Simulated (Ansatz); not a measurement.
System: C₆H₁₁ (charge 0, doublet). It need not be the lowest isomer of its formula. 
Geometry from a B3LYP-D3(BJ)/def2-TZVP (Ansatz, an electronic-structure program) optimisation:
```xyz
17

C      2.5119    -0.1274    -0.0588
C      1.2425    -0.6249    -0.2433
C      0.0549     0.0997    -0.2636
C      0.0325     1.5865    -0.0826
C     -1.2624    -0.5989    -0.4076
C     -2.1321    -0.5179     0.8569
H      3.3699    -0.7843    -0.0639
H      2.7012     0.9257     0.0980
H      1.1496    -1.6989    -0.3830
H     -0.8795     2.0191    -0.4982
H      0.8851     2.0677    -0.5642
H      0.0661     1.8639     0.9774
H     -1.8209    -0.1532    -1.2404
H     -1.0969    -1.6474    -0.6650
H     -2.3473     0.5178     1.1250
H     -1.6256    -0.9847     1.7037
H     -3.0850    -1.0282     0.7049
```
Charge 0, spin multiplicity 2.

Computed values are from Ansatz. Correlated levels leave the core frozen unless marked. Open shells are spin-unrestricted. No spin-orbit coupling. Non-relativistic. CBS marks a two-point X^-3 extrapolation of the correlation energy; Hartree-Fock from the larger set. [CCSD(T)-MP2]/basis is that difference in the basis named.

The UHF reference is spin-contaminated (<S^2> 0.19 over the pure value in the largest basis). 

Task: What is the total energy at RI-MP2/CBS(cc-pVTZ,cc-pVQZ)+[CCSD(T)-MP2]/cc-pVTZ?

Result: -234.8805 Eh.

Task: What is the dipole moment at CCSD(T)/aug-cc-pVDZ?

Result: 0.65 D.

Task: What is the T1 diagnostic at CCSD/cc-pVTZ?

Result: 0.021.

Task: What is the atomisation energy De at RI-MP2/CBS(cc-pVTZ,cc-pVQZ)+[CCSD(T)-MP2]/cc-pVTZ?

Result: 1652.2 kcal/mol.
